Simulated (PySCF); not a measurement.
C₃H₃N₂, SMILES [c]1cnc[nH]1, multiplicity 2.

Coordinates come from a r2SCAN-D4/def2-SVP optimisation. The isomer is the one that the SMILES or the coordinates give; other isomers of the formula were not compared.

Two levels are set side by side: PBE/def2-TZVP (PySCF) and PBE0/def2-TZVP (PySCF). Same geometry, gas phase. Differences are taken from unrounded values.

```
quantity                     PBE0   PBE  PBE minus PBE0
---------------------------  ----  ----  --------------
α-spin orbital gap (eV)      7.36  5.27           -2.09
β-spin orbital gap (eV)      3.59  1.33           -2.26
dipole moment (D)            3.20  2.98           -0.22
mean polarisability (bohr³)  45.2  47.8             2.6
```

PBE's more diffuse valence density responds more strongly to a field. Differences between two approximate levels are no errors against the true value.

Rough cost on one machine, each run with all the roots and properties that it gave: PBE0 against PBE within a factor of 2.
